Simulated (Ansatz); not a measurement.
Compare A (`CO[SiH]([SiH3])Cl`) with its isomer B (`[SiH3]OC[SiH2]Cl`).

Calculated with Ansatz (gas phase, PBE0-D4/def2-TZVP geometries, no zero-point term in ΔE). CBS: MP2 limit from def2 TZ/QZ plus the TZ coupled-cluster correction, frozen cores. Functionals use def2-TZVPP. B3LYP here is the variant with VWN-RPA as its local correlation; programs differ in this. One conformer a species, not always the lowest.

A:

Z-matrix (Å, degrees):
```
C
O 1 1.413
H 1 1.096 2 111.4
H 1 1.094 2 110.8 3 -121.3
H 1 1.091 2 108.0 3 119.4
Si 2 1.632 1 124.1 3 50.2
Cl 6 2.070 2 110.4 1 62.3
Si 6 2.334 2 107.6 1 -179.0
H 6 1.488 2 110.1 1 -52.8
H 8 1.485 6 109.5 2 -59.7
H 8 1.487 6 110.2 2 60.9
H 8 1.487 6 108.9 2 -179.4
```

B:

```xyz
12

Si   -0.7657   -1.9119    0.8495
O    -0.2846   -0.3435    0.6836
C     0.1938    0.1579   -0.5557
Si    0.6255    1.9669   -0.2731
Cl    1.3213    2.7418   -2.0499
H     0.3610   -2.8345    0.5396
H    -1.8854   -2.2110   -0.0849
H    -1.2000   -2.0686    2.2558
H    -0.5652    0.0689   -1.3447
H     1.0803   -0.3936   -0.8970
H    -0.5752    2.7322    0.1333
H     1.6942    2.0954    0.7437
```

Question: Which is lower in electronic energy at CCSD(T)/CBS, and by how much? (An estimate is asked.)

Answer: The calculation gave: A, by 6.4 kcal/mol.

Question: Give E(B) − E(A) in kcal/mol with MP2/def2-TZVPP, CCSD/def2-TZVPP, CCSD(T)/def2-TZVPP, PBE0-D4, B3LYP, r2SCAN-D4, ωB97M-V. (Estimate.)

Answer: Computed: MP2/def2-TZVPP 5.1, CCSD/def2-TZVPP 5.9, CCSD(T)/def2-TZVPP 6.2, PBE0-D4 8.8, B3LYP 6.5, r2SCAN-D4 7.9, ωB97M-V 5.5. None reverses the order clearly.

Largest T1 diagnostic: 0.012.

From PBE to PBE0 (25 % exact exchange), in def2-TZVPP and without D4, E(B) − E(A) moves by −0.8 kcal/mol. In def2-TZVPP, CCSD(T) changes the Hartree–Fock value by +2.0 kcal/mol (the triples alone add +0.4 kcal/mol) and MP2 by +0.9 kcal/mol.
